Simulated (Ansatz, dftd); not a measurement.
Species: Al₂, charge 0, triplet. Al2 (SMILES [Al][Al], triplet).
B3LYP-D3(BJ)/def2-TZVP minimum from Ansatz (a quantum-chemistry and plane-wave program):
```xyz
2

Al     0.0000     0.0000    -1.3777
Al     0.0000     0.0000     1.3777
```
Charge 0, spin multiplicity 3.

Quantity: atomisation energy (electronic, to ground-state atoms), in kcal/mol. Radicals and triplets start from unrestricted determinants; spin-orbit coupling is neglected. Cores are frozen in correlated methods. Rows without X2C or -DK are non-relativistic. CBS(X,Y): correlation extrapolated as X^-3, Hartree-Fock from the larger set (Q,5: extrapolated as (X+1)exp(-9√X)). A bracket is a step between two methods taken in the basis named. The functionals are non-relativistic, so their misses hold any scalar relativity. Double hybrids freeze cores in their MP2 part. '+ core + X2C': CCSD(T) terms for core correlation (cc-pwCVTZ, 1s frozen past Ne) and scalar relativity (cc-pVTZ-DK). Full CI freezes restricted core orbitals, also for open shells; the composite that ends in it estimates full CI at the basis-set limit. For partners of very few electrons the exact lower level stands in for a higher one. The UHF reference of Al2 ([Al][Al], triplet) is spin-contaminated (<S^2> up to 0.04 over the pure value in the sets run).

Compared with CCSD(T)/CBS(cc-pV(Q+d)Z,cc-pV(5+d)Z) + [CCSDT(Q) - CCSD(T)]/cc-pV(5+d)Z + [FCI - CCSDT(Q)]/cc-pV(D+d)Z + core + X2C (Ansatz): 33.8 kcal/mol.

Costs are rough ratios of core time, to one figure, on one kind of shared machine, summed over the single points of the molecules; atoms, geometries and frequencies are left out. The first row took roughly 9 core seconds; short runs hold start-up time.

| level | program | cost relative to the first row |
|---|---|---|
| B2GP-PLYP-D3(BJ)/def2-TZVPD | Ansatz + dftd3 | 1 |
| CCSD(T)/cc-pV(T+d)Z | Ansatz | 4 |
| CCSD(T)/cc-pV(Q+d)Z | Ansatz | 20 |
| CCSD(T)/CBS(cc-pV(Q+d)Z,cc-pV(5+d)Z) + [FCI - CCSD(T)]/cc-pV(D+d)Z + core + X2C | Ansatz | 100 |
| CCSD(T)/CBS(cc-pV(Q+d)Z,cc-pV(5+d)Z) + [CCSDT(Q) - CCSD(T)]/cc-pV(T+d)Z + core + X2C | Ansatz | 100 |
| CCSD(T)/CBS(cc-pV(Q+d)Z,cc-pV(5+d)Z) + [CCSDT(Q) - CCSD(T)]/cc-pV(T+d)Z + [FCI - CCSDT(Q)]/cc-pV(D+d)Z + core + X2C | Ansatz | 200 |

Problem. Which is the cheapest listed level within 4 kcal/mol of that value?

Solution. B2GP-PLYP-D3(BJ)/def2-TZVPD.
| level | difference (kcal/mol) |
|---|---|
| B2GP-PLYP-D3(BJ)/def2-TZVPD | 0.8 |
| CCSD(T)/cc-pV(T+d)Z | -2.2 |
| CCSD(T)/cc-pV(Q+d)Z | -1.3 |
| CCSD(T)/CBS(cc-pV(Q+d)Z,cc-pV(5+d)Z) + [FCI - CCSD(T)]/cc-pV(D+d)Z + core + X2C | 0.0 |
| CCSD(T)/CBS(cc-pV(Q+d)Z,cc-pV(5+d)Z) + [CCSDT(Q) - CCSD(T)]/cc-pV(T+d)Z + core + X2C | 0.0 |
| CCSD(T)/CBS(cc-pV(Q+d)Z,cc-pV(5+d)Z) + [CCSDT(Q) - CCSD(T)]/cc-pV(T+d)Z + [FCI - CCSDT(Q)]/cc-pV(D+d)Z + core + X2C | 0.0 |
